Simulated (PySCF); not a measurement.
Geometry (Å), atoms numbered from 1 in this order:
```xyz
33

Si    0.695   -0.371    0.097
C     0.895   -0.434    1.952
C     2.042   -0.769    2.556
H     0.033   -0.193    2.589
H     2.940   -1.024    1.980
H     2.143   -0.814    3.647
C     2.320   -0.611   -0.770
C     2.523   -1.608   -1.639
H     3.143    0.091   -0.579
H     1.729   -2.329   -1.862
H     3.477   -1.744   -2.163
O    -0.053    1.071   -0.282
C     0.243    2.343    0.261
C    -1.064    3.018    0.634
C     1.050    3.146   -0.744
H     0.848    2.222    1.182
H    -1.697    3.132   -0.259
H    -0.887    4.014    1.068
H    -1.614    2.410    1.367
H     1.989    2.629   -0.992
H     0.476    3.269   -1.676
H     1.297    4.144   -0.350
O    -0.297   -1.567   -0.472
C    -1.688   -1.659   -0.209
C    -2.026   -3.120    0.015
C    -2.461   -1.037   -1.357
H    -1.929   -1.099    0.717
H    -1.781   -3.704   -0.887
H    -3.096   -3.250    0.234
H    -1.442   -3.526    0.853
H    -2.172    0.017   -1.475
H    -2.233   -1.567   -2.294
H    -3.546   -1.092   -1.179
```

PySCF 2.14.0 with density-fitted response routines calculation with PBE0-D3(BJ)/def2-SVP geometry and shielding tensors at PBE0/pcSseg-1 (GIAO); relativity neglected, in vacuum, equivalent nuclei averaged, one computed conformer.

δ = σ(ref) − σ, references computed at the same level: TMS for ¹³C (σref 184.41) and ¹H (σref 31.27) and ²⁹Si (σref 351.99); ¹⁷O (σref 334.56) vs H2O.

| atoms | nucleus | count | Hirshfeld charge | δ (ppm) |
| --- | --- | --- | --- | --- |
| H5/H6/H10/H11 | ¹H | 4 | 0.05 | 6.44 |
| C2/C7 | ¹³C | 2 | -0.15 | 140.2 |
| Si1 | ²⁹Si | 1 | 0.47 | -29.9 |
| C14/C15/C25/C26 | ¹³C | 4 | -0.12 | 27.1 |
| H16/H27 | ¹H | 2 | 0.03 | 3.89 |
| H4/H9 | ¹H | 2 | 0.04 | ? |
| C13/C24 | ¹³C | 2 | 0.05 | 66.1 |
| H17/H18/H19/H20/H21/H22/H28/H29/H30/H31/H32/H33 | ¹H | 12 | 0.04 | ? |
| O12/O23 | ¹⁷O | 2 | -0.21 | 89.6 |
| C3/C8 | ¹³C | 2 | -0.07 | ? |

Estimate the values marked ?.

Results:


- C3/C8: 148.4 ppm, carbon bonded to C, 2 H
- H4/H9: 6.27 ppm, hydrogen on a carbon bonded to C, Si
- H17/H18/H19/H20/H21/H22/H28/H29/H30/H31/H32/H33: 1.22 ppm, hydrogen on a carbon bonded to C

Shifts are as computed. Against solution values, carbons near 30 ppm lie about +2 ppm off and those near 130 ppm about +5 ppm (rms about the fit 1.9 ppm; single classes can miss by 10 ppm). Of 1328 compounds with measured shifts, 309 miss one by over three times the rms of a fit or turn the order of signals round; such compounds aren't used in these exercises. Signals without a measured value on file couldn't be tested in this way; 1H shifts scatter by 0.2 ppm about their fit, and single ones miss by 0.5 ppm. Experimental scales use liquid or dissolved standards, which lie at an offset from isolated H2O (liquid H2O: subtract about 36 ppm).
